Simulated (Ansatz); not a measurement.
Ansatz results at the PBE0-D4/def2-TZVP geometry: HOMO energy (PBE/def2-TZVPP) -6.12 eV; size of the dipole moment (ωB97M-V/def2-TZVPP) 1.17 D; LUMO energy (PBE/def2-TZVPP) -2.43 eV.

Each molecule was computed in one conformer, which needn't be the lowest.

**Question.** Which molecule gave them?
A. `BCC#C`
B. `CSCS[SiH3]`
C. `ClBC[O][GeH3]`
D. `NB([SiH3])[O][ZnH]`

**Answer.** C. The others give `BCC#C`: -6.35, 0.80, -2.67; `NB([SiH3])[O][ZnH]`: -6.21, 3.10, -1.54; `CSCS[SiH3]`: -5.53, 1.09, -1.04.
